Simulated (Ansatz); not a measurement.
Geometry optimisation, Ansatz, RKS PBE0/cc-pVDZ.

input.yaml

```yaml
crystal:
  periodic: [false, false, false]
  atoms:
    - { symbol: Al, position_ang: [0.0, 0.0, 0.0] }
    - { symbol: O, position_ang: [0.0, 0.0, 2.13] }
    - { symbol: H, position_ang: [-0.9095, -0.2814, 2.4671] }
    - { symbol: "N", position_ang: [1.6627, 0.0, -0.96] }
    - { symbol: H, position_ang: [2.1293, -0.9179, -1.2118] }
    - { symbol: H, position_ang: [2.1141, 0.9179, -1.2382] }
    - { symbol: "N", position_ang: [-1.6627, 0.0, -0.96] }
    - { symbol: H, position_ang: [-2.3316, -0.8164, -0.8614] }
    - { symbol: H, position_ang: [-1.9118, 0.8164, -1.5886] }
    - { symbol: H, position_ang: [0.0834, 1.7631, 0.5865] }
    - { symbol: H, position_ang: [0.0646, 1.3656, 1.5323] }
basis:
  gaussian: { orbitals: cc-pVDZ }
hamiltonian:
  xc: pbe0
relax:
  f_tol: 0.15
  max_steps: 25
  restrain:
    - { distance: [0, 9], at: 2.76, k: 30.0 }
    - { distance: [10, 1], at: 2.21, k: 30.0 }
    - { distance: [0, 1], at: 1.78, k: 30.0 }
    - { distance: [10, 9], at: 0.66, k: 30.0 }
```

Run as:

```bash
$ ansatz run input.yaml --threads 2 --pin off --max-ram 3072MiB --backend cpu --events-out ev --progress --plain --runs-dir out
```

Problem. Where does it end, and by what steps?

Solution. The run converged. The restraints hold the end off the free minimum. After 13 steps the energy has fallen by 2.496 eV (the restraints' own energy left out); H6 moved furthest, 1.14 Å. Joined: H10–H11 (1.03 → 0.72 Å).

```csv
step,energy less start (eV),largest force component (eV/Å),accepted
0,0.0000,2.039,yes
1,-0.5289,2.285,yes
2,-0.9222,2.336,yes
3,-1.6066,1.881,yes
4,-2.1039,0.914,yes
5,-2.2141,1.249,yes
6,-2.2947,1.429,yes
7,-2.3289,1.478,yes
8,-2.4023,1.486,yes
9,-2.4341,1.422,yes
10,-2.4648,1.414,yes
11,-2.4807,1.340,yes
12,-2.4821,1.112,no
13,-2.4956,1.385,yes
```

```xyz
11
Properties=species:S:1:pos:R:3
Al -0.069 -0.131 -0.020
O -0.006 -0.275 1.735
H -0.826 -0.339 2.233
N 1.478 0.118 -0.872
H 1.676 -0.267 -1.791
H 2.344 0.238 -0.356
N -1.603 -0.277 -0.924
H -2.502 -0.541 -0.540
H -1.706 -0.027 -1.902
H 0.271 2.440 0.927
H 0.182 1.908 1.407
```

Run time: 42 s on 2 threads of Arm Neoverse V1, on a shared host, peak memory 0.19 GiB.
